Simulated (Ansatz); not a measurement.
Reaction (SMILES): BrCl (Cl-Br) → Cl atom + Br atom
B3LYP-D3(BJ)/def2-TZVP geometries, fixed; electronic energies without zero-point terms.

Basis-set convergence of the bond dissociation energy at wB97M-V with Ansatz (a quantum-chemistry and plane-wave program). All functions are spherical. The program fits the integrals of some runs and decomposes those of others, by size. Open shells are unrestricted. The functional holds VV10 correlation; no added dispersion term, no relativity. Functions are those of the species that has most. Reference: the value in aug-cc-pV(5+d)Z, 55.37 kcal/mol, itself unsure by roughly 0.04 kcal/mol (its mean distance from pcseg-4, aug-pcseg-3, aug-cc-pV(Q+d)Z). Deviations are taken from unrounded values.

| basis | functions | bond dissociation energy (kcal/mol) |
|---|---|---|
| pcseg-1 | 45 | 49.27 |
| aug-pcseg-1 | 63 | 49.47 |
| cc-pV(D+d)Z | 50 | 51.33 |
| aug-cc-pV(D+d)Z | 68 | 51.56 |
| def2-SVP | 50 | 51.75 |
| def2-SVPD | 68 | 49.72 |
| pcseg-2 | 77 | 54.03 |
| aug-pcseg-2 | 109 | 54.76 |
| cc-pV(T+d)Z | 82 | 54.77 |
| aug-cc-pV(T+d)Z | 114 | 54.95 |
| def2-TZVP | 85 | 54.79 |
| def2-TZVPD | 103 | 54.93 |
| def2-TZVPP | 90 | 54.82 |
| def2-TZVPPD | 108 | 54.95 |
| cc-pV(Q+d)Z | 132 | 55.28 |
| aug-cc-pV(Q+d)Z | 182 | 55.30 |
| pcseg-3 | 132 | 55.32 |
| aug-pcseg-3 | 182 | 55.37 |
| def2-QZVPP | 159 | 55.39 |
| def2-QZVPPD | 177 | 55.41 |
| cc-pV(5+d)Z | 204 | 55.37 |
| aug-cc-pV(5+d)Z | 276 | 55.37 |

What the diffuse functions change, pair by pair:
- pcseg-1 to aug-pcseg-1: 18 more functions, deviation -6.10 to -5.91 kcal/mol
- cc-pV(D+d)Z to aug-cc-pV(D+d)Z: 18 more functions, deviation -4.04 to -3.81 kcal/mol
- def2-SVP to def2-SVPD: 18 more functions, deviation -3.62 to -5.66 kcal/mol
- pcseg-2 to aug-pcseg-2: 32 more functions, deviation -1.35 to -0.61 kcal/mol
- cc-pV(T+d)Z to aug-cc-pV(T+d)Z: 32 more functions, deviation -0.61 to -0.42 kcal/mol
- def2-TZVP to def2-TZVPD: 18 more functions, deviation -0.58 to -0.44 kcal/mol
- def2-TZVPP to def2-TZVPPD: 18 more functions, deviation -0.56 to -0.42 kcal/mol
- cc-pV(Q+d)Z to aug-cc-pV(Q+d)Z: 50 more functions, deviation -0.09 to -0.08 kcal/mol
- pcseg-3 to aug-pcseg-3: 50 more functions, deviation -0.05 to -0.01 kcal/mol
- def2-QZVPP to def2-QZVPPD: 18 more functions, deviation 0.01 to 0.03 kcal/mol
- cc-pV(5+d)Z to aug-cc-pV(5+d)Z: 72 more functions, deviation 0.00 to 0.00 kcal/mol

Leaving out the reference's own pair, they bring the value nearer the reference by more than 0.04 kcal/mol in 7 of 10 pairs.
